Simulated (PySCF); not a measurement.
Two-photon absorption: SMILES C=C1C=CC(C(C)=O)=C1, C8H8O

Geometry:
```json
{"atom": "C1", "x (Å)": "3.176", "y (Å)": "0.150", "z (Å)": "0.433"}
{"atom": "C2", "x (Å)": "1.867", "y (Å)": "0.249", "z (Å)": "0.134"}
{"atom": "C3", "x (Å)": "1.237", "y (Å)": "1.195", "z (Å)": "-0.797"}
{"atom": "C4", "x (Å)": "-0.094", "y (Å)": "0.951", "z (Å)": "-0.800"}
{"atom": "C5", "x (Å)": "-0.382", "y (Å)": "-0.161", "z (Å)": "0.126"}
{"atom": "C6", "x (Å)": "-1.702", "y (Å)": "-0.762", "z (Å)": "0.438"}
{"atom": "C7", "x (Å)": "-2.905", "y (Å)": "-0.186", "z (Å)": "-0.266"}
{"atom": "O8", "x (Å)": "-1.801", "y (Å)": "-1.677", "z (Å)": "1.227"}
{"atom": "C9", "x (Å)": "0.790", "y (Å)": "-0.577", "z (Å)": "0.681"}
{"atom": "H10", "x (Å)": "3.915", "y (Å)": "0.813", "z (Å)": "-0.026"}
{"atom": "H11", "x (Å)": "3.539", "y (Å)": "-0.596", "z (Å)": "1.145"}
{"atom": "H12", "x (Å)": "1.773", "y (Å)": "1.951", "z (Å)": "-1.371"}
{"atom": "H13", "x (Å)": "-0.843", "y (Å)": "1.483", "z (Å)": "-1.387"}
{"atom": "H14", "x (Å)": "-3.009", "y (Å)": "0.886", "z (Å)": "-0.037"}
{"atom": "H15", "x (Å)": "-3.807", "y (Å)": "-0.722", "z (Å)": "0.054"}
{"atom": "H16", "x (Å)": "-2.791", "y (Å)": "-0.272", "z (Å)": "-1.359"}
{"atom": "H17", "x (Å)": "0.899", "y (Å)": "-1.384", "z (Å)": "1.405"}
```

Computed with TDDFT CAM-B3LYP/aug-cc-pVDZ excited states, vertical, gas phase (PySCF). Geometry: PBE0-D3(BJ)/def2-SVP.

(1) Give the one- and two-photon strengths of the lowest singlets.

## Answers

(1) δ for parallel linear polarisation; σ at the peak of a Lorentzian of half width 0.1 eV, single beam; Ω is circular over linear.
```tsv
state	E (eV)	f	photon λ (nm)	δ (au)	σ (GM)	Ω	main
S1	3.31	0.006	749	1.01	0.00	0.48	HOMO→LUMO 0.99
S2	3.67	0.000	675	<0.1	0.00	–	HOMO−1→LUMO 0.71, HOMO−1→LUMO+3 0.23
S3	5.02	0.380	494	66.2	0.61	0.92	HOMO−2→LUMO 0.89
S4	5.59	0.001	443	0.71	0.01	1.44	HOMO−1→LUMO+3 0.58, HOMO−1→LUMO 0.26
S5	5.65	0.401	439	566	6.62	1.01	HOMO→LUMO+3 0.82
S6	5.91	0.005	419	79.4	1.02	1.50	HOMO→LUMO+1 0.84
```

Among these, the strongest one-photon state is S5, the strongest two-photon state S5, with a dipole change of 3.9 D (relaxed, norm of the difference vector). Half the energy of S6 comes within 0.4 eV of the allowed S1 or passes it, which inflates δ.
